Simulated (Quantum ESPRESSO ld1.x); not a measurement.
One sound ld1.x (Quantum ESPRESSO 7.5) input for the bismuth ion Bi3+ gives E = -21529.065 hartree in 26 iterations:

```
 &input
    zed=83.0,
    iswitch=1,
    rel=1,
    dft='PBE',
    config='[Hg]',
    verbosity='high',
    prefix='ld1',
    max_out_wfc=37,
    file_charge='ld1.rho',
 /
```

Changed or added lines, one case at a time, and what came of them:

- config='[Hg] 7p4': spurious. The string holds 84 electrons for Z = 83, so the species has charge -1 and is not the one meant. The equations of the added shell fail (the log warns of at least one error in the KS equations), so the printed solution is spurious even though the residual is small.
- dx=0.1: inaccurate. The radial step is too large to integrate the orbitals; the run ends without a warning, but the energy is off by -0.6507 hartree against the default mesh.
- noscf=.true.: ran as typed. With noscf the program prints the levels of a bare nucleus, with no screening and no total energy; they are not those of the atom.
- rel=2 relpert=.true.: refused. The program stops in ld1_readin with "perturbative SO-splitting for AE calculations with rel=0 only": the perturbative correction needs rel = 0.
- lsd=2: refused. The program stops in ld1_readin with "lsd not correct": lsd takes 0 or 1.
- rel=2 cau_fact=53.39: crashed. The program stops in dirsol with "no classical turning point found": with c below Z the Dirac equation of a point nucleus has no 1s solution.
- beta=1.5: harmless. The Broyden-type mixing copes: 21 iterations against 26, same energy.
